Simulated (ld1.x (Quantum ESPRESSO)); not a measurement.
## Pseudopotential generation for phosphorus (P): RRKJ, PBE, non-relativistic.

- Element: P (Z = 15)
- Generator: ld1.x (Quantum ESPRESSO) 7.5
- Type: norm-conserving RRKJ (Kleinman–Bylander form)
- Functional: PBE
- Relativity: non-relativistic
- Frozen core: [Ne]
- Valence charge: 5
- Reference configuration: 3s2 3p1 (charge +2)
- Partial waves: 3s (bound): rc 1.40 bohr; 3p (bound): rc 1.55 bohr
- Local potential: the p channel
- Core correction: none

All-electron outer shells of the reference configuration (PBE, non-relativistic, ld1.x):

```csv
shell,level (eV),outermost node (bohr),outermost maximum (bohr)
3s,-33.86,0.65,1.52
3p,-24.28,0.63,1.68
```

(1) Estimate the cutoffs (Ry, on a coarse ladder) from which the occupation-weighted sum of valence levels, in a spherical-Bessel basis at the reference potential, stays within 10 and 1 mRy of its value at 400 Ry.

(2) Does the potential have ghost states?

(3) Which valence shell sets the plane-wave cutoff?

(4) Tests: 3s2 3p3; 3s2 3p2; 3s2 3p0; 3s1 3p3; 3s0 3p5; 3s1 3p4; 3s1 3p0. Which has the largest error in its energy relative to the reference configuration, and how large is it?

Answers

(1) 25 Ry and 35 Ry.

(2) No extra level below or beside the all-electron valence levels (s, p, d, f tested).

(3) 3s: its level needs 30 Ry to come within 1 mRy, against 18 Ry for 3p.

(4) 3s1 3p0, with +144 meV (all-electron minus pseudo) on +81.63 eV.
